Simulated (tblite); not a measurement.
Species: C₄H₉O₄P.
Atom-mapped SMILES: `[CH3:1][O:2][P@@:3]1(=[O:4])[O:5][CH2:6][C@@H:7]([CH3:8])[O:9]1` (hydrogens: H10, H11, H12 on C1; H13, H14 on C6; H15 on C7; H16, H17, H18 on C8)

Structure used (GFN2-xTB), in Å, numbered top down from 1:
```
atom  x, y, z in Å
C1     2.5549    1.0179    0.9335
O2     1.2457    0.6274    0.5595
P3     1.0484   -0.5746   -0.4977
O4     2.2631   -0.9738   -1.1813
O5     0.2585   -1.7139    0.3289
C6    -1.1323   -1.4949    0.3086
C7    -1.4211   -0.3552   -0.7079
C8    -1.9250    0.9020   -0.0148
O9    -0.2008   -0.0999   -1.3771
H10    2.7474    0.6991    1.9592
H11    3.2877    0.5641    0.2659
H12    2.6122    2.1046    0.8662
H13   -1.6146   -2.4324    0.0180
H14   -1.4702   -1.2078    1.3087
H15   -2.1337   -0.6815   -1.4739
H16   -2.0603    1.6927   -0.7481
H17   -2.8750    0.7028    0.4743
H18   -1.1936    1.2297    0.7197
```

Computed values, GFN2-xTB/tblite, gas phase, harmonic and unscaled. Against measured fundamentals such values can be off by several per cent, at times by over 20. One conformer, not necessarily the lowest.

Harmonic wavenumbers (cm⁻¹): 25.3, 51.4, 89.2, 124.8, 215.9, 231.0, 249.7, 345.4, 366.1, 383.0, 395.8, 473.1, 584.4, 659.8, 718.8, 775.4, 804.5, 871.3, 938.0, 965.7, 1061.7, 1078.4, 1102.7, 1120.0, 1129.8, 1133.6, 1141.4, 1196.2, 1259.1, 1289.1, 1314.2, 1317.0, 1394.5, 1401.9, 1463.4, 1466.0, 1468.2, 1474.9, 1487.7, 2921.4, 2937.2, 2952.3, 2972.5, 2986.5, 2990.4, 3041.7, 3049.4, 3051.7.

A = 2340, B = 1248, C = 1071 MHz; mass 152.024 u (most abundant isotopes); point group C1, symmetry number 1.

Question: What is the zero-point energy?

Answer: ½Σν̃ = 30236 cm⁻¹ = 361.70 kJ/mol.

Question: Entropy at 350 K, 1 bar (ideal gas, RRHO, classical rotation)?

Answer: Translation 174.85, rotation 123.42, vibration 150.53: S = 448.8 J/(mol K).

Question: And Cp and H(350 K) − H(0)?

Answer: Cp = 177.34 J/(mol K), of which vibrations give 144.09 (their classical limit is 48 R = 399.1); H(350 K) − H(0) = 37.71 kJ/mol without the zero-point energy, 26.07 from vibrations.

Question: Which modes carry the vibrational entropy at 350 K?

Answer: 25.3 cm⁻¹: 27.14; 51.4 cm⁻¹: 21.25; 89.2 cm⁻¹: 16.70; 124.8 cm⁻¹: 13.95; 215.9 cm⁻¹: 9.57; 231.0 cm⁻¹: 9.05 J/(mol K); the other 42 give 52.86 together.

Question: How do the functions run with temperature in this model?

Answer: 
```json
{"T (K)": "100", "S (J/(mol K))": "300.8", "Cp (J/(mol K))": "79.0", "H − H(0) (kJ/mol)": "5.69", "G − H(0) (kJ/mol)": "-24.39", "ln q(vib)": "2.47"}
{"T (K)": "200", "S (J/(mol K))": "367.8", "Cp (J/(mol K))": "118.1", "H − H(0) (kJ/mol)": "15.58", "G − H(0) (kJ/mol)": "-57.98", "ln q(vib)": "5.23"}
{"T (K)": "300", "S (J/(mol K))": "423.0", "Cp (J/(mol K))": "157.4", "H − H(0) (kJ/mol)": "29.33", "G − H(0) (kJ/mol)": "-97.58", "ln q(vib)": "7.86"}
{"T (K)": "500", "S (J/(mol K))": "521.3", "Cp (J/(mol K))": "230.4", "H − H(0) (kJ/mol)": "68.45", "G − H(0) (kJ/mol)": "-192.22", "ln q(vib)": "12.94"}
{"T (K)": "800", "S (J/(mol K))": "646.4", "Cp (J/(mol K))": "300.7", "H − H(0) (kJ/mol)": "149.12", "G − H(0) (kJ/mol)": "-368.03", "ln q(vib)": "20.15"}
{"T (K)": "1000", "S (J/(mol K))": "716.9", "Cp (J/(mol K))": "330.5", "H − H(0) (kJ/mol)": "212.41", "G − H(0) (kJ/mol)": "-504.51", "ln q(vib)": "24.61"}
```

q(vib) and H(0) count from the zero-point level.

Hindered rotation and anharmonicity are outside this model. Other conformers, if any are populated, would add a mixing term that is left out. The structure is chiral; the term R ln 2 for an equal mix with its mirror image is left out.
